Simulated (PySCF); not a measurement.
# [TeBr3]+: one-bond stretch

All numbers come from PBE0/[Te def2-SVP with ECP28, Br def2-SVP], scalar-relativistic core potentials, density fitting, no spin–orbit coupling, PySCF.

Rigid scan from the singlet minimum (Te–Br 2.454 Å (×3); Br–Te–Br 100.9° (×3)). Coordinate: the bond from Te to the last atom (Br) scaled, the rest fixed. Energies in kJ/mol from the minimum.

```tsv
scale of one bond	E (kJ/mol)	dipole size (D, about the centre of mass)
0.92	34.6	1.76
0.96	7.4	1.66
1.00	0.0	1.69
1.05	8.5	1.88
1.12	38.6	2.24
1.20	83.2	2.62
1.35	164.2	3.03
1.55	242.8	–
1.80	297.6	–
2.20	329.9	–
```

At long bonds a restricted determinant can lie too high, and another spin state can fall below this curve.

The scan took 49 s on 2 threads of a shared Arm Neoverse V1 host; the process peaked at 1.3 GiB. Launch command: `OMP_NUM_THREADS=2 python axn.py task.json out`.
